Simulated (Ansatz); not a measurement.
Compare A (`CN[SiH2]OC`) with its isomer B (`CO[SiH2]CN`).

Computed with Ansatz on PBE0-D4/def2-TZVP structures; ΔE is electronic, products minus reactants. CBS: MP2 limit from def2 TZ/QZ plus the TZ coupled-cluster correction, frozen cores. Functionals use def2-TZVPP. B3LYP here is the variant with VWN-RPA as its local correlation; programs differ in this. Each species was taken in one conformer, which may not be the lowest.

Q: Which isomer does CCSD(T)/CBS put lower? Give the gap. (An estimate is asked.)

A: The calculation gave: A, by 75.7 kJ/mol.

Q: Give E(B) − E(A) in kJ/mol with r2SCAN-D4, PBE0-D4, CCSD(T)/def2-TZVPP, B3LYP-D4, HF/def2-TZVPP, PBE-D4, CCSD/def2-TZVPP. (Best estimate.)

A: Ansatz gave: r2SCAN-D4 75.2, PBE0-D4 71.8, CCSD(T)/def2-TZVPP 75.5, B3LYP-D4 76.1, HF/def2-TZVPP 82.7, PBE-D4 69.5, CCSD/def2-TZVPP 76.2. None reverses the order clearly.

Largest T1 diagnostic: 0.011.

In def2-TZVPP, CCSD(T) changes the Hartree–Fock value by −7.3 kJ/mol (the triples alone add −0.8 kJ/mol) and MP2 by −4.6 kJ/mol.
